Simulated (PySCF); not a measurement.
## Dipole response of Rb- (rubidium, charge -1)

[Kr] 5s2, closed-shell 1S. All numbers are calculated (PySCF 2.14, the spin-free X2C one-electron Hamiltonian (Gaussian nucleus), in aug-cc-pwCVTZ-X2C with one added diffuse shell each of s, p, d, f type (11s10p8d4f, 109 functions)). Coupled (time-dependent) response in atomic units; α is the mean over directions.

| method | mean α (bohr³) | C₆ (like pair) | S(−4) |
| --- | --- | --- | --- |
| UHF | 2839 | 135300 | 7711000 |
| MN15 | 2927 | 130500 | 9160000 |

S(−4) is the Cauchy moment in α(ω) = α(0) + S(−4) ω² + …

α(iu) at MN15:

```tsv
u (hartree)	α(iu) (bohr³)
0	2927
0.0500	523.0
0.100	199.3
0.200	65.65
0.300	34.57
0.500	16.47
0.750	9.438
1.00	6.280
1.50	3.379
2.00	2.099
3.00	1.029
5.00	0.4016
```

A single London oscillator, α(iu) = α/(1 + u²/ω²), gives C₆ = (3/4) ω α². Matching the computed C₆ needs ω = 4 × 130500 / (3 × 2927²) = 0.0203 hartree.

For an ion, C₆ is the dispersion term alone; charge-induced terms of lower order in 1/R come first.

The outer electron is barely bound at this level, so radii and moments hang on the diffuse functions.
